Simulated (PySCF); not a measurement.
Computed IR spectrum (relative IR intensity) of a molecule C2H8FNOSi. The structure is a stationary point at PBE-D3(BJ)/def2-SVP. One conformer was computed; it need not be the lowest. Level of theory: PBE-D3(BJ)/def2-SVP (PySCF). Frequencies are harmonic and unscaled.

ν (cm⁻¹): 75 (vw), 125 (vw), 210 (m), 221 (vw), 238 (w), 270 (w), 341 (m), 361 (m), 417 (vs), 688 (w), 745 (m), 762 (vw), 786 (s), 850 (s), 888 (s), 908 (s), 1019 (m), 1184 (vw), 1215 (m), 1386 (vw), 1402 (vw), 1495 (m), 2944 (w), 3000 (w), 3080 (vw), 3488 (w), 3583 (w), 3754 (m) (against the strongest line: vs over 80 %, s over 45 %, m over 15 %, w over 4 %, vw less)

Question: Which structure fits?
A) C[Si@@](N)(O)CF
B) CNC[Si@@H](O)F
C) CO[Si@@H](N)CF
D) CO[Si@](C)(N)F

Answer: A, C[Si@@](N)(O)CF
